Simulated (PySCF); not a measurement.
SMILES CB(C)N[Si](C)(O)O at its GFN2-xTB optimised geometry (Å):

```
20

Si    -0.7046    -0.0727     0.0000
C      1.1918    -0.0727     0.0000
O     -1.2014    -0.7814    -1.3754
O     -1.3568     1.4257     0.0000
N     -1.3254    -0.9991     1.3494
B     -1.4751    -0.6807     2.7031
C     -1.0631     0.7611     3.2374
C     -2.0749    -1.7491     3.7141
H      1.5933     0.1431     0.9852
H      1.5825     0.6684    -0.6902
H      1.5785    -1.0387    -0.3056
H     -1.9719    -0.4335    -1.8164
H     -1.3179     1.9372     0.8034
H     -1.5933    -1.9372     1.0889
H     -0.8297     0.7540     4.2996
H     -0.2040     1.1759     2.7149
H     -1.8908     1.4585     3.1082
H     -1.2976    -2.1071     4.3883
H     -2.5012    -2.6217     3.2232
H     -2.8472    -1.3146     4.3459
```

Calculation: PySCF 2.14.0 with CAM-B3LYP/def2-SVP. Cells within 0.4 Å of a nucleus heavier than hydrogen are left out (blank, or x).

Map of the electron localisation function on the plane z = 0.0 Å:

```
|00000000000000000000000000000|
|00000000000000000000000000000|
|00000000000000000000000000000|
|00000000000000000000000000000|
|00000000011100000000000000000|
|00000011233221000000000000000|
|00000124566542100000000000000|
|00002357788764100000000000000|
|000035788xx874100001211000000|
|00004688xxx874100024432000000|
|000046888xx874101256653100000|
|00002568888863234467763100000|
|00000245774001577667764100000|
|00000012310xx13984x2653100000|
|00000001105xx5299xxx453100000|
|00000001103xx3299xxx553100000|
|00000001210220498668885200000|
|00000000122001466799998510000|
|00000000011111123799999720000|
|00000000000000001699999830000|
|00000000000000000599999720000|
|00000000000000000279998400000|
|00000000000000000026763000000|
|00000000000000000001100000000|
|00000000000000000000000000000|
|00000000000000000000000000000|
|00000000000000000000000000000|
|00000000000000000000000000000|
|00000000000000000000000000000|
```
Scale: ten equal steps from 0.000 (start of '0') to 0.995 (end of '9'), in the order '0123456789'; x runs from -4.00 to 4.00, y from -4.00 (bottom) to 4.00 (top).
